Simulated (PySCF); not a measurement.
# Ionisation energy of Si⁷⁺ by level of theory

Si⁷⁺ [He] 2s2 2p3 [2p1/2^2 2p3/2^1, M_J = 3/2] → Si⁸⁺ [He] 2s2 2p2 [2p1/2^2, M_J = 0], as a difference of total energies. Computed with PySCF 2.14 in an uncontracted even-tempered set (18 s from 0.78 bohr⁻², ratio 2.4; 11 p from 1 bohr⁻², ratio 2.4; 5 d from 5.3 bohr⁻², ratio 2.6; 5 f from 8 bohr⁻², ratio 2.6), with the two-component X2C-1e Hamiltonian. Correlated levels: nothing frozen; the 30 highest virtual spinors dropped. "Screened" scales the spin-orbit matrix elements by Boettger's factors to mimic the two-electron term; Breit and QED terms are absent.

| method | ionisation energy (eV) |
| --- | --- |
| GHF (spin-free) | 304.07 |
| GMP2 (spin-free) | 304.52 |
| GHF (screened spin-orbit) | 303.77 |
| GMP2 (screened spin-orbit) | 304.22 |

**Question.** How much does correlation contribute at GMP2 (screened spin-orbit)?

**Answer.** 304.22 − (303.77) = 0.45 eV, measured against GHF (screened spin-orbit).

The labels give the starting determinants; with spin-orbit coupling the two ends relaxed to ⟨J²⟩ = 3.75, ⟨L²⟩ = 0.00, ⟨S²⟩ = 3.75 and ⟨J²⟩ = 1.84, ⟨L²⟩ = 2.00, ⟨S²⟩ = 2.00.

The determinant of Si⁸⁺ mixes levels of different J (the jj label is only the starting occupation), so the difference between spin-free and spin-orbit rows is not the physical spin-orbit shift.

For comparison: 303.59 ± 0.05 eV (semi-empirical (NIST evaluation); NIST Atomic Spectra Database, ionization energies).
